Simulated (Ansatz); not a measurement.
Mulliken charges of CH$_{2}$F$_{2}$Zn (`F[CH2][Zn][F]`) from r2SCAN/def2-TZVPP in Ansatz (PBE0-D4/def2-TZVP geometry).

| atom | x (Å) | y (Å) | z (Å) | charge (e) |
| --- | --- | --- | --- | --- |
| F1 | -1.451 | 0.844 | 0.410 | -0.243 |
| C2 | -0.096 | 0.698 | 0.133 | 0.032 |
| Zn3 | 0.306 | -1.163 | -0.261 | 0.527 |
| F4 | 0.668 | -2.838 | -0.615 | -0.478 |
| H5 | 0.148 | 1.345 | -0.714 | 0.081 |
| H6 | 0.467 | 1.051 | 1.001 | 0.081 |

Question: By hand: the dipole of these point charges (1 e Å = 4.8032 D).

Answer: Σ q r = (0.241, 0.755, 0.084) e Å, of length 0.797 e Å = 3.83 D.

Question: How does the dipole of the full density compare? (An estimate is asked.)

Answer: The calculation gave: (0.205, 0.479, 0.044) e Å, 2.51 D; the point charges give 1.53 times that, at 6° from its direction.

Point charges leave out the atoms' own dipoles, such as those of lone pairs, and Mulliken's split depends on the basis, so the two needn't agree.
